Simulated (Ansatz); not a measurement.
C4H10BN can be A, `BN(C=C)CC`, or B, `CC#[N+][BH-](C)C`.

Gas-phase electronic energies from Ansatz, PBE0-D4/def2-TZVP geometries. CCSD(T)/CBS adds triple-zeta CCSD(T) − MP2 to the extrapolated MP2 energy (def2 sets, frozen cores). DFT in def2-TZVPP. B3LYP here is the variant with VWN-RPA as its local correlation; programs differ in this. One conformer a species, not always the lowest.

Problem. Which isomer does CCSD(T)/CBS put lower? Give the gap. (An estimate is asked.)

Solution. Ansatz gave: A, by 6.5 kcal/mol.

Problem. Give E(B) − E(A) in kcal/mol with CCSD(T)/def2-TZVPP, BLYP-D4, PBE0-D4, LDA (SPW92), PBE-D4, B3LYP-D4, HF/def2-TZVPP. (An estimate is asked.)

Solution. The calculation gave: CCSD(T)/def2-TZVPP 5.3, BLYP-D4 4.4, PBE0-D4 6.9, LDA (SPW92) 8.8, PBE-D4 4.0, B3LYP-D4 6.6, HF/def2-TZVPP 9.0. None reverses the order clearly.

Problem. Does the order hold for the free energy at 298.15 K (harmonic terms from PBE0-D4)? (An estimate is asked.)

Solution. Computed: Yes: G(B) − G(A) = +1.6 kcal/mol, for one conformer each. Modes under 60 cm⁻¹, often nearly free rotors, make the harmonic entropy too high.

Largest T1 diagnostic: 0.012.

Leaving LDA and LC-ωPBE aside and taking each functional with its dispersion term where it has one, the values, not all of them listed here, spread over 5.8 kcal/mol, from B97M-V to BHLYP-D4. LDA lies +5.9 kcal/mol from PBE without D4. From r2SCAN to r2SCAN0 (25 % exact exchange), in def2-TZVPP and without D4, E(B) − E(A) moves by +2.4 kcal/mol.
